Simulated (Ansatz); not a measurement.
`O[Si](O)([SiH3])Cl` from Hartree–Fock to CCSD(T)

```xyz
10

O     1.069   -1.486   -0.673
Si    0.632    0.030   -0.230
O     0.679    0.986   -1.546
Si   -1.503    0.200    0.690
Cl    2.007    0.649    1.192
H     1.521   -2.025   -0.023
H     1.462    0.958   -2.101
H    -1.570   -0.674    1.891
H    -2.527   -0.242   -0.292
H    -1.771    1.605    1.092
```

Charge 0, multiplicity 1. The structure was optimised at the PBE0-D4/def2-TZVP level. It is one conformer, not always the lowest. Frozen core, restricted reference, Ansatz 0.2.0. CBS rows extrapolate triple and quadruple zeta; past MP2 they add the triple-zeta difference.

```
     basis      HF (Eh)  MP2 corr.  CCSD corr.       (T)  CCSD(T) total
  def2-SVP  -1189.70004   -0.69648    -0.74636  -0.01645    -1190.46285
def2-TZVPP  -1190.27313   -0.91113    -0.95875  -0.03578    -1191.26766
def2-QZVPP  -1190.31164   -0.99022           –         –              –
 CBS(def2)  -1190.31694   -1.04881    -1.09642     as TZ    -1191.44914
```
